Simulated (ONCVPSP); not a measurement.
**What the settings do to the ONCV potential of tantalum (Ta)**

Base potential:

| Quantity | Value |
| --- | --- |
| Element | Ta |
| Generator | ONCVPSP 4.0.1 |
| Type | optimised norm-conserving Vanderbilt (ONCV) |
| Functional | BLYP |
| Relativity | scalar-relativistic |
| Frozen core | [Kr] 4d10 4f14 |
| Valence charge | 13 |
| Reference configuration | 5s2 5p6 5d3 6s1 (charge +1) |
| Partial waves | 5s+6s: rc 1.60 bohr, ncon 5, nbas 9, qcut 5.9 1/bohr, 2 projectors; 5p: rc 1.95 bohr, ncon 3, nbas 8, qcut 5.6 1/bohr, 2 projectors, debl 2.5 Ha; 5d: rc 3.00 bohr, ncon 5, nbas 10, qcut 5.6 1/bohr, 1 projector |
| Local potential | polynomial inside 1.50 bohr (lpopt 5, dvloc0 0 Ha) |
| Core correction | none |

Cutoffs, loose and tight: the cutoffs (Ha) at which the residual kinetic energy of the hardest occupied pseudo-wave falls to 1 and 0.1 mHa per electron. They do not see the model core or the augmentation charge, which bear on the density cutoff. Test errors are all-electron minus pseudo excitation energies from the reference, over the configurations 5s2 5p6 5d3 6s2; 5s2 5p6 5d3 6s0; 5s2 5p6 5d2 6s0; 5s2 5p6 5d2 6s2. A dash means not determined; rows that change the core or the reference have their own tests.

| change | outcome | cutoff, loose | cutoff, tight | bound ghosts | GHOST(+) flags above zero | largest test error (meV) |
| --- | --- | --- | --- | --- | --- | --- |
| base | generated | 38 Ha | 85 Ha | none | s | +22 |
| local potential polynomial inside 1.35 bohr (lpopt 5, dvloc0 0 Ha) | generated | 38 Ha | 85 Ha | none | s | +22 |

Q: What comes out with this change to the base: p: rc 1.52?

A: outcome: generated; cutoff, loose: 38 Ha; cutoff, tight: 90 Ha; bound ghosts: none; GHOST(+) flags above zero: s; largest test error (meV): +21.

Q: What comes out with this change to the base: core correction polynomial model core, fcfact 0.35?

A: outcome: generated; cutoff, loose: 38 Ha; cutoff, tight: 85 Ha; bound ghosts: none; GHOST(+) flags above zero: s; largest test error (meV): -24.
